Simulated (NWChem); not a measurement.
System: AlH3; SMILES [AlH3]

NWChem input:

```
start job
memory heap 200 mb stack 900 mb global 1100 mb
geometry units angstroms noautoz
  Al     0.000000     0.000000     0.000000
  H      1.121447     1.121447     0.000000
  H      0.410478    -1.531925     0.000000
  H     -1.531925     0.410478     0.000000
end
basis spherical
  Al library def2-tzvp
  H library def2-tzvp
end
dft
  xc r2scan0
  iterations 150
  mulliken
end
task dft energy
```

The geometry was optimised at PBE0-D3(BJ)/def2-TZVP.

Question: Give the results of this calculation. (r2SCAN0/def2-TZVP.) Quantities: energy (Ha); highest occupied level (eV); orbital gap (eV).

Answer: 
| Property | Value |
|---|---|
| energy (Ha) | -244.16 |
| highest occupied level (eV) | -8.78 |
| orbital gap (eV) | 7.27 |
